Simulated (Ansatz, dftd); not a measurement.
Species: SiH$_{3}$S, charge 0, doublet. SiH3S (SMILES [SiH3][S], doublet).
B3LYP-D3(BJ)/def2-TZVP minimum from Ansatz (a program for electronic structure):
```xyz
5

Si     0.7639    -0.0041     0.6282
S     -0.8812    -0.0042    -0.7273
H      2.0365    -0.3542    -0.0418
H      0.8236     1.3977     1.1144
H      0.5434    -0.9192     1.7704
```
Charge 0, spin multiplicity 2.

Quantity: atomisation energy (electronic, to ground-state atoms), in kJ/mol. Radicals and triplets start from unrestricted determinants; spin-orbit coupling is neglected. CBS(X,Y): correlation extrapolated as X^-3, Hartree-Fock from the larger set. A bracket is a step between two methods taken in the basis named. The functionals are non-relativistic, so their misses hold any scalar relativity. 'core' is core correlation in cc-pwCVTZ (1s frozen past Ne), 'X2C' scalar relativity in cc-pVTZ-DK, both at CCSD(T). For partners of very few electrons the exact lower level stands in for a higher one.

Compared with CCSD(T)/CBS(cc-pV(T+d)Z,cc-pV(Q+d)Z) + [CCSDT(Q) - CCSD(T)]/cc-pV(T+d)Z + core + X2C (Ansatz).

**Question.** Rank these levels by how close they come to it, closest first: CAM-B3LYP-D4/def2-TZVPD (Ansatz + dftd4); CAM-B3LYP-D3(BJ)/def2-TZVPD (Ansatz + dftd3); PBE0-D3(BJ)/def2-TZVPD (Ansatz + dftd3); r2SCAN-D4/def2-TZVPD (Ansatz + dftd4).

**Answer.** CAM-B3LYP-D4/def2-TZVPD (1310.3 kJ/mol, difference 1.4), CAM-B3LYP-D3(BJ)/def2-TZVPD (1310.9 kJ/mol, difference 2.0), r2SCAN-D4/def2-TZVPD (1315.8 kJ/mol, difference 6.9), PBE0-D3(BJ)/def2-TZVPD (1293.9 kJ/mol, difference -15.0)
